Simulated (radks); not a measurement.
Results of a calculation; reference values are marked as such.
Coulomb parameter of the 5d shell of the tantalum ion Ta+ in the model configuration [Xe] 4f14 5d2 6s1 6p1, as a second difference U = [E(n + 0.5) + E(n - 0.5) - 2 E(n)] / (0.5)^2 with all orbitals relaxed. "Bare": the charge of the atom changes with n. "Screened": the 6p shell takes up the change at fixed total charge, which measures U(5d,5d) + U(6p,6p) - 2 U(5d,6p). Code: a radial shooting solver on a logarithmic mesh with Libxc functionals. Model: Dirac Kohn-Sham, PBE, spin-unpolarised, spherical densities, finite nucleus; open shells are shared between the two j in proportion to 2j + 1; Fermi nuclear charge, rms radius 5.3507 fm.

case,configuration,E - E(n) (eV)
start,[Xe] 4f14 5d2 6s1 6p1,0.000
bare +0.5,[Xe] 4f14 5d2.5 6s1 6p1,-5.513
bare -0.5,[Xe] 4f14 5d1.5 6s1 6p1,7.855
screened +0.5,[Xe] 4f14 5d2.5 6s1 6p0.5,-2.489
screened -0.5,[Xe] 4f14 5d1.5 6s1 6p1.5,2.899

U(bare) = 9.367 eV, U(screened by 6p) = 1.637 eV, against the Slater integral F0(5d,5d) = 12.292 eV with frozen orbitals.
